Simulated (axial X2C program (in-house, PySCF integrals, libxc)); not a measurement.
## Potential curves of Ge₂⁻, two-component

All values were computed with an in-house relativistic program for diatomic molecules. Two-component (2c) means X2C with spin–orbit coupling and atomic mean-field two-electron Coulomb and Gaunt terms. Basis: Ge dyall-acv3z [10s10p8d5f1g] (cores contracted in-house); Gaussian nuclei, density fitting, unrestricted open shells. Masses: Ge 73.921 u.

State: Ω = 3/2 (⟨Sz⟩ = 0.50, ⟨Lz⟩ = 1.00 at LDA). Energies in eV from the lowest point of each curve. Fits are polynomials in 1 − R0/R over 0.85 to 1.23 times the lowest point R0.

```
 R (Å)     LDA    PBE0
1.9932  0.7840  0.8756
2.0848  0.3168  0.3645
2.1535  0.1197  0.1445
2.2223  0.0215  0.0307
2.2910  0.0000  0.0000
2.3712  0.0480  0.0441
2.4514  0.1540  0.1523
2.5545  0.3491  0.3571
2.6805  0.6429  0.6711
2.8638  1.1192  1.1873
```

One determinant describes the state; a PBE0 search over occupations chose it and may have missed a lower one. Density functionals use the spin component along the axis (collinear). PBE0 can misorder states that lie within some tenths of an eV, so this need not be the ground state of the molecule. The nearest other 2c determinant of the search, Ω = 1/2, lies 0.10 eV up at the distance of the search. Without a current term, density functionals place determinants with orbital angular momentum somewhat too high. At some level and bond length an empty orbital lies below a filled one. The highest occupied level of some functionals is positive through self-interaction error; at Hartree–Fock it is bound.

Fit the LDA curve near its minimum: give the equilibrium distance and the harmonic wavenumber.

At LDA, 2c: Re = 2.279 Å, ωe ≈ 309 cm⁻¹; Be follows as 0.0878 cm⁻¹.

Fit the PBE0 curve near its minimum: give the equilibrium distance and the harmonic wavenumber.

At PBE0, 2c: Re = 2.287 Å, ωe ≈ 318 cm⁻¹; Be follows as 0.0872 cm⁻¹.
